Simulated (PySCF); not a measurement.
## How methods differ on the ionisation energy of Nd²⁺

Nd²⁺ [Xe] 4f4 (high-spin determinant) → Nd³⁺ [Xe] 4f3 (high-spin determinant), as a difference of total energies. Computed with PySCF 2.14 in x2c-TZVPPall (11s7p7d4f2g, 113 functions), with scalar relativity by spin-free X2C-1e. Correlated levels: valence: [Kr] 4d10 frozen; valence and next inner shell: [Ar] 3d10 frozen. The calculations carry no spin-orbit coupling.

```tsv
method	ionisation energy (eV)
UHF	19.808
LDA	23.586
PBE	23.224
PBE0	22.648
r2SCAN	22.922
MP2 (valence)	21.456
SCS-MP2 (valence)	20.907
MP2 (valence and next inner shell)	21.765
SCS-MP2 (valence and next inner shell)	21.209
```

Task: How much does correlation contribute at MP2 (valence and next inner shell)?

Result: 21.765 − (19.808) = 1.957 eV, measured against UHF.

A first-order spin-orbit estimate (lowest level to lowest level, LS coupling) adds -0.041 eV.

Errors of the correlated levels include the incompleteness of this basis and the frozen core.

The determinant of Nd³⁺ and of Nd²⁺ mixes LS terms, which raises its energy above the lowest term, most at the Hartree-Fock and MP2 levels.

For comparison: 22.09 ± 0.04 eV (semi-empirical (NIST evaluation); NIST Atomic Spectra Database, ionization energies).
